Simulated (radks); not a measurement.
The numbers below are computed, except where a source is named.
Spherical quantum dot in the effective-mass picture: electrons in a hard-walled sphere of radius 7.94, all in effective atomic units (hartree* = m*/eps^2 hartree, bohr* = eps/m* bohr), one dielectric constant everywhere. Level of theory: non-relativistic Kohn-Sham, PBE, spin-polarised, spherical densities (a radial shooting solver with Libxc functionals). Levels are named by radial order and angular momentum (1s, 1p, 1d, 2s, ...), and open shells are averaged over m. Results are scaled to m* = 0.028 and eps = 16.3, for which hartree* = 2.868 meV and bohr* = 30.81 nm.

N = 3, configuration 1s2 1p(up 1, down 0). This is the lowest configuration that the search found. Occupied and some empty levels:

| level | occupation | eigenvalue (meV) | <r> (nm) |
|---|---|---|---|
| 1s up | 1 | 1.4003 | 145.2 |
| 1s down | 1 | 1.4463 | 140.2 |
| 1p up | 1 | 1.5613 | 156.7 |
| 1p down | 0 | 1.6214 | 154.6 |
| 1d up | 0 | 1.8111 | 165.3 |
| 1d down | 0 | 1.8788 | 164.4 |
| 1f up | 0 | 2.1352 | 172.1 |
| 2s down | 0 | 2.1540 | 115.5 |
| 2s up | 0 | 2.1601 | 114.9 |
| 1f down | 0 | 2.2069 | 171.8 |

Energy (meV): total 2.31266, kinetic 1.0089, external 0, Hartree 2.4249, exchange-correlation -1.1212.
